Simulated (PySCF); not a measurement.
Predicted microwave data (PBE0/pcSseg-1 in PySCF (dipole) on a GFN2-xTB geometry, gas phase) for one isomer of C6H12O2SSi:

```
Rotational constants : A = 1870, B = 504.2, C = 419.8 MHz
Dipole components    : |μa| = 2.31 D, |μb| = 2.83 D, |μc| = 1.09 D
Inertial defect      : -68.66 u·Å²
κ                    : -0.88
```

Question: Which structure is it? (One computed conformer of each.)
A. `[CH2:1]=[C:2]([O:3][CH2:4][CH3:5])[SiH2:6][O:7][C:8]([CH3:9])=[S:10]` with C1–C2–O3–C4 -5°, C2–O3–C4–C5 -175°, C1–C2–Si6–O7 133°, C2–Si6–O7–C8 66°, Si6–O7–C8–C9 22°
B. `[CH2:1]=[C:2]([CH2:3][O:4][CH3:5])[SiH2:6][O:7][C:8]([CH3:9])=[S:10]` with C1–C2–C3–O4 -151°, C2–C3–O4–C5 85°, C1–C2–Si6–O7 -15°, C2–Si6–O7–C8 180°, Si6–O7–C8–C9 180°
C. `[CH3:1][CH2:2][O:3]/[CH:4]=[CH:5]/[Si@@H:6]1[O:7][CH2:8][CH2:9][S:10]1` with C1–C2–O3–C4 180°, C2–O3–C4–C5 -1°, C4–C5–Si6–O7 -3°, C5–Si6–O7–C8 -117°, Si6–O7–C8–C9 -28°, O7–C8–C9–S10 44°, C8–C9–S10–Si6 -35°
D. `[CH3:1][S:2]/[CH:3]=[C:4](\[CH3:5])[CH2:6][SiH2:7][C:8](=[O:9])[OH:10]` with C1–S2–C3–C4 -175°, C3–C4–C6–Si7 91°, C4–C6–Si7–C8 -63°, C6–Si7–C8–O9 -26°, Si7–C8–O10–H 179°

Answer: B. It is C=C(COC)[SiH2]OC(C)=S, an asymmetric top, point group C1. The candidates at the same level (rigid rotor, commonest isotopes):

```
                 SMILES  A (MHz)  B (MHz)  C (MHz)  μa (D)  μb (D)  μc (D)  Δ (u·Å²)  point group                        rotor
  CCO/C=C/[Si@@H]1OCCS1     2541    388.1    365.0    1.18    0.24    0.26   -116.18           C1  near-prolate asymmetric top
CS/C=C(\C)C[SiH2]C(=O)O     1259    580.3    450.4    0.86    0.10    0.20   -150.03           C1               asymmetric top
  C=C(COC)[SiH2]OC(C)=S     1870    504.2    419.8    2.31    2.83    1.09    -68.66           C1               asymmetric top
  C=C(OCC)[SiH2]OC(C)=S     1166    672.4    499.0    4.33    0.06    2.07   -172.39           C1               asymmetric top
```

`CS/C=C(\C)C[SiH2]C(=O)O` has A 33 % too low; `C=C(OCC)[SiH2]OC(C)=S` has A 38 % too low; `CCO/C=C/[Si@@H]1OCCS1` has A 36 % too high. No structure here is proved a minimum.
